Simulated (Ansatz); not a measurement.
Basis-set extrapolation for CH₂BClO₂, SMILES `OB1OC1Cl` (PBE0-D4/def2-TZVP geometry, frozen core, Ansatz). Multiplicity 1, RHF reference.

```
                      def2-TZVPP   def2-QZVPP
                 HF  -673.086704  -673.109397
    MP2 correlation    -0.912008    -0.986394
CCSD(T) correlation    -0.974456      not run
```

Energies in hartree. Use E(X) = E(∞) + A·exp(−7.88·√X) for Hartree–Fock and E(X) = E(∞) + B·X^(−2.97) for correlation, with X = 3 and 4, and add CCSD(T) minus MP2 of the smaller set to the MP2 limit.

Q: What is the CCSD(T) energy at the basis-set limit?

A: HF limit: -673.109397 + (-0.022693) × 0.13774 = -673.11252. MP2 limit: -0.986394 + (-0.074386) × 0.74074 = -1.04149. Higher-order term: -0.974456 − (-0.912008) = -0.06245. Total: -674.21646 hartree, 97.5 kcal/mol below CCSD(T)/def2-TZVPP.
